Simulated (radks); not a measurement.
Question: Re62+, configuration [Ne] 3s2 3p1. All-electron calculation, non-relativistic Kohn-Sham, TPSS, spin-polarised, spherical densities, point nucleus; open shells are filled with parallel spins first (spin-orbit coupling, left out, can overturn this in heavy ions); meta-GGA in the generalised Kohn-Sham scheme; relativity is left out, which matters for an element this heavy. Program: a radial shooting solver on a logarithmic mesh with Libxc functionals. Some entries of the table are withheld. Estimate them.

orbital  occ.  eigenvalue (eV)  <r^2> (bohr^2)
1s up       1        -70702.74       0.0005441
1s down     1        -70698.90       0.0005441
2s up       1        -15646.56        0.008248
2s down     1        -15643.85        0.008242
2p up       3              (1)        0.006078
2p down     3              (2)        0.006077
3s up       1        -6535.019         0.04387
3s down     1        -6518.081         0.04394
3p up       1        -6394.451         0.03953
3p down     0        -6377.492         0.03958

Answer: 
(1) 2p up eigenvalue (eV): -15267.95
(2) 2p down eigenvalue (eV): -15263.84
